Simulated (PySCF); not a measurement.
Bonds (- single, = double, # triple, : aromatic): C1-N2, N2-C3, N2-Al4, Al4-N5, N5-C6, N5-C7, Al4-N8, N8-C9, N8-C10, Al4-N11, N11-C12, N11-C13. C1 carries H14, H15, H16; C3 carries H17, H18, H19; C6 carries H20, H21, H22; C7 carries H23, H24, H25; C9 carries H26, H27, H28; C10 carries H29, H30, H31; C12 carries H32, H33, H34; C13 carries H35, H36, H37. Formal charges: Al4 -1.

Total charge -1.

Geometry: PBE0-D3(BJ)/def2-SVP; GIAO shifts from PySCF, gas phase, non-relativistic, averaged over equivalent atoms.

At PBE0/pcSseg-1 (348 basis functions):
```
                                                                                          atoms  δ (ppm)
                                                                     C1/C3/C6/C7/C9/C10/C12/C13     43.8
                                                                                   N2/N5/N8/N11     24.2
                                                                                            Al4     23.3
H14/H15/H16/H17/H18/H19/H20/H21/H22/H23/H24/H25/H26/H27/H28/H29/H30/H31/H32/H33/H34/H35/H36/H37     2.48
```

Chemical shifts δ = σref − σ; $^{13}$C (184.41 ppm) and $^{1}$H (31.27 ppm) vs TMS; $^{15}$N (265.67 ppm) against NH3; AlH4- for $^{27}$Al (489.28 ppm), all at this level.

Predict the values at wB97X-D/pcSseg-1 on the same geometry.

Answers


```tsv
atoms	δ at wB97X-D/pcSseg-1	change
C1/C3/C6/C7/C9/C10/C12/C13	43.7	-0.1
N2/N5/N8/N11	17.7	-6.5
Al4	23.3	+0.0
H14/H15/H16/H17/H18/H19/H20/H21/H22/H23/H24/H25/H26/H27/H28/H29/H30/H31/H32/H33/H34/H35/H36/H37	2.46	-0.02
```

Referencing at the same level of theory: TMS for $^{13}$C (σref 184.54) and $^{1}$H (σref 31.38); $^{15}$N (σref 263.98) against NH3; AlH4- for $^{27}$Al (σref 492.23).

The largest change is at N2/N5/N8/N11 (nitrogen bonded to 2 C, Al). Cost: 348 basis functions.

Experimental scales use liquid or dissolved standards, which lie at an offset from isolated NH3 (liquid NH3: subtract about 20 ppm).
